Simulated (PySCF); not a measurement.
**Electron correlation in Zr (zirconium, neutral)**

[Kr] 4d2 5s2, high-spin 3F determinant. Computed with PySCF 2.14 in cc-pVDZ-PP with ECP28MDF, with scalar relativity through the core potential. Frozen: 4s2 4p6; 4 electrons correlated.

MP2 pair energies summed by pair of shells (mhartree):

```csv
pair,energy,share (%)
5s-5s,-18.42,47.4
4d-5s,-17.80,45.8
4d-4d,-2.60,6.7
```

Total MP2 correlation energy: -38.82 mhartree.

Same-spin part -8.71 and opposite-spin part -30.11 mhartree; SCS-MP2 scales them by 1/3 and 6/5 to -39.03 mhartree.
